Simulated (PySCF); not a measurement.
Input for PySCF: D3(BJ) and D4 dispersion corrections on CH4O2S (a complex), monomers drawn apart or pushed together.

```python
from pyscf import gto
from pyscf.dispersion import dftd3, dftd4

mol = gto.M(
    atom='''
    S     0.17158978    0.50636564   -0.42564313
    H     0.09049469   -0.71357678    0.13820265
    H    -1.15546315    0.57069981   -0.62406380
    O    -0.38024949   -1.83697761    4.28626485
    C    -0.39529713   -0.90439961    5.04568958
    O    -0.27953775    0.38068733    4.70976208
    H    -0.50919864   -0.99935074    6.13370135
    H    -0.17760841    0.45146691    3.73352718
    ''',
    basis='def2-svp',
    charge=0, spin=0, verbose=0, max_memory=1800)
d3, d4 = {}, {}
for xc in ['hf', 'pbe', 'blyp', 'revpbe', 'tpss', 'r2scan', 'b3lyp', 'pbe0', 'bhlyp', 'camb3lyp', 'b2plyp']:
    d3[xc] = float(dftd3.DFTD3Dispersion(mol, xc=xc, version='d3bj', atm=False).get_dispersion()['energy'])
    print(f'D3(BJ) {xc:10s} {d3[xc]:14.8f} Eh')
for xc in ['hf', 'pbe', 'blyp', 'revpbe', 'tpss', 'r2scan', 'b3lyp', 'pbe0', 'bhlyp', 'camb3lyp', 'b2plyp']:
    d4[xc] = float(dftd4.DFTD4Dispersion(mol, xc={'camb3lyp': 'cam-b3lyp'}.get(xc, xc), atm=True).get_dispersion()['energy'])
    print(f'D4     {xc:10s} {d4[xc]:14.8f} Eh')
```

Program output:

```
D3(BJ) hf            -0.02922549 Eh
D3(BJ) pbe           -0.00293957 Eh
D3(BJ) blyp          -0.00603509 Eh
D3(BJ) revpbe        -0.00777856 Eh
D3(BJ) tpss          -0.00359081 Eh
D3(BJ) r2scan        -0.00086607 Eh
D3(BJ) b3lyp         -0.00489854 Eh
D3(BJ) pbe0          -0.00245946 Eh
D3(BJ) bhlyp         -0.00371549 Eh
D3(BJ) camb3lyp      -0.00213173 Eh
D3(BJ) b2plyp        -0.00217868 Eh
D4     hf            -0.01032524 Eh
D4     pbe           -0.00251367 Eh
D4     blyp          -0.00566545 Eh
D4     revpbe        -0.00940425 Eh
D4     tpss          -0.00338189 Eh
D4     r2scan        -0.00071319 Eh
D4     b3lyp         -0.00395957 Eh
D4     pbe0          -0.00210229 Eh
D4     bhlyp         -0.00267203 Eh
D4     camb3lyp      -0.00208715 Eh
D4     b2plyp        -0.00174629 Eh
```

The run finished.

Cost: roughly 0.010 core-seconds.
